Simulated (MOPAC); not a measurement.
MOPAC input (AM1):

```
AM1 PRECISE GNORM=0.05 LET XYZ CHARGE=1 GEO-OK AUX(PRECISION=9) THREADS=1
H3BN

B     0.77817726 1   -0.09474492 1   -0.01515003 1
N    -0.52344474 1    0.06373063 1    0.01019074 1
H     1.93787378 1   -0.23594071 1   -0.03772771 1
H    -0.97808876 1    0.97067254 1    0.12878220 1
H    -1.18655813 1   -0.70712167 1   -0.08663953 1
```

From the last part of the output:

```
                                                       MOPAC v23.2.5 Linux

          FINAL HEAT OF FORMATION =        167.59417 KCAL/MOL =     701.21399 KJ/MOL

          COSMO AREA              =         67.75 SQUARE ANGSTROMS
          COSMO VOLUME            =         49.58 CUBIC ANGSTROMS

          GRADIENT NORM           =          0.00603          =       0.00270 PER ATOM
          IONIZATION POTENTIAL    =         19.032888 EV
          HOMO LUMO ENERGIES (EV) =        -19.033 -5.339
          NO. OF FILLED LEVELS    =          5
          MOLECULAR WEIGHT        =         27.8404         POINT GROUP:  C2v

          MOLECULAR DIMENSIONS (Angstroms)

            Atom       Atom       Distance
            H     5    H     3     3.11765
            H     4    H     3     1.62935
            N     2    B     1     0.00000

          SCF CALCULATIONS        =         13

   ATOM   CHEMICAL          X               Y               Z
  NUMBER   SYMBOL      (ANGSTROMS)     (ANGSTROMS)     (ANGSTROMS)

     1       B          0.75253754  *  -0.09162319  *  -0.01465086  *
     2       N         -0.51590510  *   0.06281265  *   0.01004395  *
     3       H          1.92835639  *  -0.23478197  *  -0.03754242  *
     4       H         -0.94609718  *   0.96107351  *   0.12742432  *
     5       H         -1.15317030  *  -0.70548277  *  -0.08655451  *

                             CARTESIAN COORDINATES

   1    B        0.752537537    -0.091623192    -0.014650857
   2    N       -0.515905104     0.062812651     0.010043954
   3    H        1.928356385    -0.234781969    -0.037542423
   4    H       -0.946097178     0.961073506     0.127424321
   5    H       -1.153170296    -0.705482774    -0.086554506

           Empirical Formula: H3 N B  =     5 atoms

      MOLECULAR POINT GROUP   :   C2v

                  EIGENVALUES
 -42.08089 -27.25732 -24.19566 -21.83698 -19.03289  -5.33947  -5.15411  -3.89605
  -2.11387  -0.44256   0.75567

              NET ATOMIC CHARGES AND DIPOLE CONTRIBUTIONS

  ATOM NO.   TYPE          CHARGE      No. of ELECS.   s-Pop       p-Pop
    1          B           0.517370        2.4826     1.29941     1.18322
    2          N          -0.404121        5.4041     1.43796     3.96617
    3          H           0.252544        0.7475     0.74746
    4          H           0.317103        0.6829     0.68290
    5          H           0.317103        0.6829     0.68290
 DIPOLE           X         Y         Z       TOTAL
 POINT-CHG.     1.886    -0.230    -0.037     1.900
 HYBRID        -0.706     0.086     0.014     0.712
 SUM            1.180    -0.144    -0.023     1.189

          ATOMIC ORBITAL ELECTRON POPULATIONS

     Atom    s        px        py        pz
    1  B   1.29941   0.71224   0.11728   0.35370
    2  N   1.43796   1.14136   1.18994   1.63486
    3  H   0.74746
    4  H   0.68290
    5  H   0.68290

 **********************
 *                    *
 * JOB ENDED NORMALLY *
 *                    *
 **********************

 == MOPAC DONE ==
```

The dipole moment of an ion depends on the origin.
